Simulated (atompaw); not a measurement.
**Reading a pseudo-wave (oxygen)**

Columns: radius, all-electron u(r) and pseudo u(r) of the 2p shell (level -24.45 eV) of oxygen in the configuration [He] 2s2 2p3; PBE, scalar-relativistic, PAW (atompaw) scheme, atompaw 4.2.0.5.

```csv
r (bohr),all-electron,pseudo
0.050,0.0344,0.0072
0.100,0.1139,0.0286
0.150,0.2139,0.0634
0.200,0.3199,0.1102
0.250,0.4230,0.1675
0.300,0.5183,0.2331
0.350,0.6031,0.3047
0.400,0.6766,0.3798
0.450,0.7389,0.4559
0.500,0.7902,0.5304
0.550,0.8312,0.6009
0.600,0.8623,0.6656
0.650,0.8845,0.7225
0.700,0.8987,0.7704
0.750,0.9057,0.8085
0.800,0.9065,0.8363
0.850,0.9021,0.8542
0.900,0.8931,0.8626
0.950,0.8804,0.8625
1.000,0.8645,0.8551
1.050,0.8460,0.8417
1.100,0.8255,0.8239
1.150,0.8034,0.8029
1.200,0.7800,0.7800
1.250,0.7557,0.7557
1.300,0.7308,0.7308
```

(1) How many radial nodes do the two functions have?

(2) Is the pseudo-wave norm-conserving?

Answers

(1) The all-electron 2p function has n − l − 1 = 0; the pseudo-wave has 0.

(2) No, it belongs to a PAW set: the norm inside the radius is not constrained, and the difference is carried by the augmentation charge.
